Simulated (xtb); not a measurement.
BiCl₂, doublet, at a GFN2-xTB geometry (such geometries of metal compounds can be far from the true shape) (the spin is typed, not shown lowest). Base run: GFN2-xTB run with xtb 6.7.1.

Geometry (Å):
```xyz
3

Bi     0.3194    -0.0291     0.3712
Cl     0.5942     0.4145    -2.0612
Cl    -2.1534    -0.2724     0.2491
```
Charge 0, spin multiplicity 2.
All else is at xtb's defaults.
Base energy -11.51338 Eh.

Each row names what was changed in the base input (with any setting that the change needs).

```csv
change,ΔE vs base (kcal/mol),dipole (D),G_solv (kcal/mol),SCF cycles
base,0.000,4.82,-,11
gbsa = acetonitrile,-6.51,5.36,-7.09,11
alpb = methanol,-6.03,5.41,-6.71,11
alpb = cs2,-5.69,5.22,-6.00,11
etemp = 1000,0.000,4.82,-,11
```

ALPB and GBSA are two models with their own fitted parameters for each solvent, which aren't always the measured dielectric constant.
